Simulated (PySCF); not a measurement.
# Small edits and their spectra

Starting compound: SMILES C(C)O[SiH]([SiH3])[SiH3], C$_{2}$H$_{12}$OSi$_{3}$.

$^{1}$H NMR (500 MHz, computed): δ 5.91 (sept, 1H), 3.68 (q, 2H), 3.48 (d, 6H), 1.25 (t, 3H). $^{13}$C{$^{1}$H} NMR (computed): δ 65.5 (CH2), 20.9 (CH3).

How the numbers were obtained: geometry from GFN2-xTB, PBE0/pcSseg-1 with gauge-including orbitals, in PySCF 2.14.0 with density-fitted response routines (no solvent, rapidly exchanging positions averaged, non-relativistic Hamiltonian, one conformer).

References, each an isolated molecule treated in the same way: $^{1}$H (31.72 ppm) and $^{13}$C (186.93 ppm) vs TMS. Where no couplings were computed, multiplicities follow the n + 1 count of equivalent neighbours, and m marks all less simple cases (inequivalent or close neighbours, rings, F or P nearby). Shifts are as computed. Against solution values, carbons near 30 ppm lie about +3 ppm off and those near 130 ppm about +5 ppm. Of 1309 compounds with measured shifts, 239 miss one by over three times the rms of a fit or turn the order of signals round; such compounds aren't used in these exercises.

**Question.** What are the spectra after this edit: H on C replaced by CN, giving `N#CCCO[SiH]([SiH3])[SiH3]`?

**Answer.** $^{1}$H NMR (500 MHz, computed): δ 5.92 (sept, 1H), 3.73 (t, 2H), 3.56 (d, 6H), 2.54 (t, 2H). $^{13}$C{$^{1}$H} NMR (computed): δ 120.6 (C), 67.7 (CH2), 21.4 (CH2).

**Question.** What are the spectra after this edit: SiH2 inserted into a O-Si bond, giving `CCO[SiH2][SiH]([SiH3])[SiH3]`?

**Answer.** $^{1}$H NMR (500 MHz, computed): δ 5.47 (d, 2H), 3.93 (q, 2H), 3.65 (d, 6H), 2.97 (m, 1H), 1.27 (t, 3H). $^{13}$C{$^{1}$H} NMR (computed): δ 65.3 (CH2), 18.3 (CH3).

**Question.** What are the spectra after this edit: O inserted into a C-C bond, giving `COCO[SiH]([SiH3])[SiH3]`?

**Answer.** $^{1}$H NMR (500 MHz, computed): δ 5.59 (sept, 1H), 4.83 (s, 2H), 3.52 (d, 6H), 3.49 (s, 3H). $^{13}$C{$^{1}$H} NMR (computed): δ 95.7 (CH2), 57.4 (CH3).
